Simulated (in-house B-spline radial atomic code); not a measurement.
A radial electron density 4πr²n(r) was computed for an atom or ion in its tabulated ground configuration with an all-electron radial atomic-structure program (B-spline basis); method: Dirac-Kohn-Sham CAM-B3LYP, spherical fractional occupations, exact exchange averaged over the configuration. Columns: r (bohr), 4πr²n(r) (electrons per bohr), bar.

```
0.000718    2.408 #
0.000883    3.403 #
 0.00109    4.812 ##
 0.00134    6.717 ###
 0.00165    9.329 ####
 0.00203    12.82 #####
  0.0025    17.45 #######
 0.00307    23.32 #########
 0.00378    30.77 ############
 0.00466    39.81 ################
 0.00573    50.05 ####################
 0.00706    61.14 ########################
 0.00869    71.87 ############################
  0.0107    80.82 ###############################
  0.0132    86.38 ##################################
  0.0162    87.34 ##################################
    0.02    84.07 #################################
  0.0246     79.2 ###############################
  0.0302    77.13 ##############################
  0.0372    82.05 ################################
  0.0458    94.37 #####################################
  0.0564      108 ##########################################
  0.0694    112.9 ############################################
  0.0855    104.2 #########################################
   0.105    89.96 ###################################
    0.13    85.46 #################################
   0.159    94.41 #####################################
   0.196    99.61 #######################################
   0.242    82.53 ################################
   0.297    54.78 #####################
   0.366    41.66 ################
   0.451    46.99 ##################
   0.555    48.83 ###################
   0.683    37.13 ##############
   0.841    22.64 #########
    1.03    14.72 ######
    1.27    11.01 ####
    1.57    7.484 ###
    1.93    3.875 ##
    2.38    1.383 #
    2.93   0.3299 
     3.6  0.04971 
    4.43 0.004113 
    5.46 0.0001681
```

Q: Which atom or ion is it?
A. Sm3+
B. Ho4+
C. Gd3+
D. Eu3+

A: C. The area under the curve, ∫4πr²n dr = ∫r·4πr²n d(ln r) on this logarithmic grid, is 61 electrons, which only this option has. The configuration is [Xe] 4f7.
